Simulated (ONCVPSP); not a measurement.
**Before and after: ONCV potential for chlorine (Cl)**

* Element: Cl
* Generator: ONCVPSP 4.0.1
* Type: optimised norm-conserving Vanderbilt (ONCV)
* Functional: PBE
* Relativity: scalar-relativistic
* Frozen core: [Ne]
* Valence charge: 7
* Reference configuration: 3s2 3p5
* Partial waves: 3s: rc 1.15 bohr, ncon 3, nbas 7, qcut 7.1 1/bohr, 2 projectors, debl 0.8 Ha; 3p: rc 1.35 bohr, ncon 4, nbas 9, qcut 6.3 1/bohr, 2 projectors, debl 3.8 Ha; d scattering state at 0.03 Ha: rc 1.40 bohr, ncon 3, nbas 7, qcut 6.5 1/bohr, 2 projectors, debl 0.7 Ha
* Local potential: polynomial inside 0.85 bohr (lpopt 5, dvloc0 0 Ha)
* Core correction: polynomial model core, fcfact 0.75

Change: p: qcut 9.7.

Cutoffs: the cutoffs (Ha) at which the residual kinetic energy of the hardest occupied pseudo-wave falls to 1 and 0.1 mHa per electron; they do not see the model core or the augmentation charge, which bear on the density cutoff. Errors are all-electron minus pseudo energies relative to the spin-unpolarised reference configuration.

Task: Predict the effect on cutoff, ghosts and configuration errors.

Result: The potential gets neither clearly harder nor softer (17 Ha and 21 Ha → 17 Ha and 21 Ha); both files keep a bound ghost (s); the errors of the 4 common tests hardly move.

| quantity | base | changed |
| --- | --- | --- |
| cutoff, loose | 17 Ha | 17 Ha |
| cutoff, tight | 21 Ha | 21 Ha |
| loose cutoff by channel | s 17 Ha, p 11 Ha | s 17 Ha, p 14 Ha |
| bound ghosts | s | s |
| GHOST(+) flags under 300 eV | none | none |
| error for 3s2 3p4, meV [ΔE 13.88 eV] | +0.5 | +0.6 |
| error for 3s2 3p3, meV [ΔE 39.32 eV] | +9.7 | +11 |
| error for 3s2 3p2, meV [ΔE 77.63 eV] | +42 | +46 |
| error for 3s2 3p1, meV [ΔE 129.87 eV] | +121 | +131 |
| s: phases at 1.17 bohr within 0.05 rad from the reference energy up to (Ha; the scan ends near 5) | to the end of the scan | to the end of the scan |
| p: phases at 1.37 bohr within 0.05 rad from the reference energy up to (Ha; the scan ends near 5) | to the end of the scan | to the end of the scan |
| d: phases at 1.42 bohr within 0.05 rad from the reference energy up to (Ha; the scan ends near 5) | 3.7 | 3.7 |
| rms error of d²Exc/dni dnj with the model core, mHa | 0.44 | 0.46 |

 A true bound ghost makes a file unfit for plane-wave use even where its test errors are small: the radial tests pick states by their node count and pass the ghost by.
